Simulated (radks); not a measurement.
Zr2+, configuration [Ar] 3d10 4s2 4p5.5 4d2 4f0.5 (fractional occupations, a model configuration). Calculated with a radial shooting solver on a logarithmic mesh with Libxc functionals: scalar-relativistic Kohn-Sham, SOGGA, spin-unpolarised, spherical densities, point nucleus.

Local quantities along the radius. ELF = 1/(1 + alpha^2) is the electron localisation function; alpha = (tau - tau_W)/tau_unif compares the Pauli kinetic energy density with that of the uniform gas; r v_xc is r times the local exchange-correlation potential (hartree bohr); 4 pi r^2 rho is in e/bohr; s = |grad rho|/(2 (3 pi^2)^(1/3) rho^(4/3)) is the reduced gradient. tau is taken from the large components.

r (bohr)    ELF    alpha    r v_xc  4 pi r^2 rho       s
0.00126   1.000  0.02101  -0.07212         1.064  0.6415
0.001707  1.000  0.02098  -0.08564         1.836  0.5754
0.002332  1.000  0.02160   -0.1050         3.172  0.5287
0.003161  0.999  0.02302   -0.1302         5.310  0.4996
0.004283  0.999  0.02560   -0.1628         8.681  0.4843
0.005852  0.999  0.03017   -0.2049         13.91  0.4813
0.007931  0.999  0.03791   -0.2548         21.07  0.4911
0.01075   0.997  0.05199   -0.3127         30.12  0.5148
0.01468   0.993  0.08093   -0.3770         40.08  0.5567
0.0199    0.980   0.1441   -0.4380         47.76  0.6181
0.02697   0.916   0.3021   -0.4877         50.27  0.6954
0.03655   0.667   0.7071   -0.5184         46.84  0.7446
0.04994   0.340    1.394   -0.5392         42.40  0.6227
0.06768   0.365    1.319   -0.6112         45.80  0.3553
0.09172   0.655   0.7261   -0.7577         56.95  0.2982
0.1253    0.775   0.5396   -0.8662         60.87  0.4372
0.1698    0.547   0.9108   -0.8682         47.96  0.5872
0.2302    0.274    1.628   -0.8486         37.15  0.3926
0.3144    0.584   0.8443    -1.051         43.33  0.2162
0.4261    0.779   0.5326    -1.179         42.88  0.4118
0.5775    0.596   0.8235    -1.071         24.52  0.7281
0.789     0.192    2.053   -0.8548         10.81  0.6836
1.069     0.580   0.8511   -0.9868         9.153  0.3781
1.449     0.758   0.5656    -1.026         6.933  0.6734
1.98      0.415    1.187   -0.8327         2.823   1.231
2.683     0.060    3.944   -0.5718        0.7333   2.050
3.636     0.005    14.83   -0.4455        0.1830   2.473
4.968     0.002    20.41   -0.3818        0.1009   1.101
6.733     0.003    17.09   -0.5073       0.08115   1.771
9.125     0.001    27.60   -0.3518       0.02871   4.143
12.47     0.000    101.6   -0.2152      0.002973   13.23

On this mesh the ELF has minima near r = 0.058, 0.23, 0.79 bohr, which separate the shells, and maxima near 0.13 (0.77), 0.43 (0.78), 1.4 (0.76).
